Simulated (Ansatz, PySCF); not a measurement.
FZn (SMILES [F][Zn+]), charge +1, singlet, at a GFN2-xTB geometry (such geometries of metal compounds can be far from the true shape), atoms displaced at random by about 0.03 Å a coordinate. Base run: R2SCAN/6-31G, gradient run with PySCF.

Here is a job for PySCF.
```python
from pyscf import gto, scf, dft

mol = gto.M(
    atom='''
Zn    0.00407844    0.03148013   -0.37963768
F     0.03247751    0.06747572    1.33700170
''',
    basis='6-31g',
    charge=1,
    verbose=4,
)

mf = dft.RKS(mol)
mf.xc = 'r2scan'
mf.kernel()
g = mf.nuc_grad_method()
grad = g.kernel()
```

Programs used: Ansatz (a program for electronic structure), PySCF; a row that names a program was run with it.

The coordinate followed is z of atom 2.

Variants of this job, named by their change:

| change | dE/dx (Eh/bohr) | net force (Eh/bohr) |
|---|---|---|
| base | -0.001308 | 0.000157 |
| density fitting = on | -0.001306 | 0.000157 |
| conv_tol = 1e-11 | -0.001307 | 0.000157 |
| grids.level = 1; grid_response = on | -0.002319 | 0.000000 |
| finite difference step (bohr) = 1e-3; conv_tol = 1e-11 | -0.002060 | - |
| density fitting = on; auxbasis_response = off | -0.002406 | 0.000929 |
| grids.level = 5; grid_response = on | -0.002092 | 0.000000 |
| grids.level = 0; grid_response = off | ___ | 0.012833 |
| grids.level = 1; grid_response = off | ___ | 0.002965 |
| code = ansatz | ___ | 0.000000 |
| grid_response = on | -0.002060 | 0.000000 |
| finite difference step (bohr) = 0.05; conv_tol = 1e-11 | -0.002423 | - |

Complete the blanks.


- grids.level = 0; grid_response = off, dE/dx (Eh/bohr): -0.031466
- grids.level = 1; grid_response = off, dE/dx (Eh/bohr): -0.006610
- code = ansatz, dE/dx (Eh/bohr): 0.002268

The net force is zero for an exact gradient.
